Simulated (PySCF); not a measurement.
Computed IR spectrum (relative IR intensity) of a molecule CH7FO2Si2. Geometry optimised at PBE-D3(BJ)/def2-SVP. The values are those of a single conformer. These are PBE-D3(BJ)/def2-SVP (PySCF) values and carry that method's errors. Frequencies are harmonic and unscaled.

ν (cm⁻¹): 145 (m), 158 (vw), 200 (w), 238 (w), 256 (m), 315 (w), 349 (m), 359 (m), 690 (w), 727 (w), 731 (vw), 769 (s), 786 (s), 851 (vs), 894 (vs), 903 (m), 913 (m), 924 (m), 951 (s), 987 (w), 1046 (s), 1330 (w), 2152 (s), 2178 (m), 2190 (m), 3772 (m), 3774 (m) (against the strongest line: vs over 80 %, s over 45 %, m over 15 %, w over 4 %, vw less)

Problem. Pick the molecule that these values belong to.
A) OC[SiH2]O[SiH2]F
B) O[SiH](O)[SiH2]CF
C) O[Si](O)(F)C[SiH3]
D) C[Si@@H](F)[SiH](O)O

Solution. C, O[Si](O)(F)C[SiH3]
